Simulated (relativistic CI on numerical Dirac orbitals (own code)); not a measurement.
**Co²⁺ in a cubic cluster: 2p photoemission with charge transfer**

Computed with a charge-transfer multiplet model of a cubic metal-ligand cluster with up to 2 ligand holes, Slater and spin-orbit integrals from Dirac-Coulomb-Breit ions, Slater integrals scaled by 0.8. The ground state mixes d7 with configurations of k ligand holes L, whose averages lie at kΔ + k(k − 1)U_dd/2; a core hole lowers each added d electron by U_cd. 20 K, Lorentzian 0.6 eV and Gaussian 0.8 eV FWHM.

Atomic integrals in eV (Slater integrals scaled, ζ unscaled), ground: F2dd 9.233, F4dd 5.731, zeta_d 0.063; with the core hole: F2dd 10.695, F4dd 6.685, zeta_d 0.093, zeta_core 9.664, F2cd 6.345, G1cd 4.816, G3cd 2.738.

Cluster parameters (eV): Δ = 2, U_dd = 7.4, 10Dq = 1.2, 10Dq(ligand) = 0.2, V(eg) = 2.9, V(t2g) = -1.54, final-state hopping factor = 1.

| Case | n_d | d7 | d8L | d9L2 | S |
| --- | --- | --- | --- | --- | --- |
| U_cd = 7.4 eV | 7.56 | 0.49 | 0.46 | 0.05 | 0.52 |
| U_cd = 8.6 eV | 7.56 | 0.49 | 0.46 | 0.05 | 0.52 |
| U_cd = 9.2 eV | 7.56 | 0.49 | 0.46 | 0.05 | 0.52 |
| U_cd = 9.8 eV | 7.56 | 0.49 | 0.46 | 0.05 | 0.52 |
| U_cd = 10.4 eV | 7.56 | 0.49 | 0.46 | 0.05 | 0.52 |

Weights, n_d and S are thermal averages at 20 K. Binding energies count from the first peak over 30 % of the highest in each spectrum, which can be another peak from case to case. The parameters are a model scan and need not match a compound or its usual spin state. Peaks in eV (height, largest 100):
- U_cd = 7.4 eV: 0.0 (100), 9.9 (17), 12.8 (10), 15.2 (50), 25.2 (9)
- U_cd = 8.6 eV: 0.0 (100), 4.8 (6), 10.0 (19), 12.4 (13), 15.2 (51), 26.1 (11)
- U_cd = 9.2 eV: 0.0 (100), 5.1 (6), 9.9 (20), 12.1 (15), 15.2 (51), 26.0 (13)
- U_cd = 9.8 eV: 0.0 (100), 5.1 (7), 9.9 (19), 11.6 (17), 15.1 (51), 26.0 (14)
- U_cd = 10.4 eV: 0.0 (100), 5.0 (7), 9.9 (19), 11.5 (19), 15.1 (51), 18.2 (9), 26.0 (16)

For the case U_cd = 9.2 eV, Δ = 2 eV is smaller than U_dd = 7.4 eV, the charge-transfer side of the Zaanen-Sawatzky-Allen scheme. With the core hole the configuration with one ligand hole lies at Δ − U_cd = -5.4, -6.6, -7.2, -7.8, -8.4 eV from the one without, in the order of the table; where this is negative the screened configuration lies lower, though the effective hopping of about 4.5 eV (from the holes of the mixed ground state) mixes the two strongly wherever it is as large as the gap.

With at most 2 ligand holes the space is cut while the next configuration still counts, so covalency is underestimated, and a final configuration with one more ligand hole, which can lie low, is missing from the spectra.
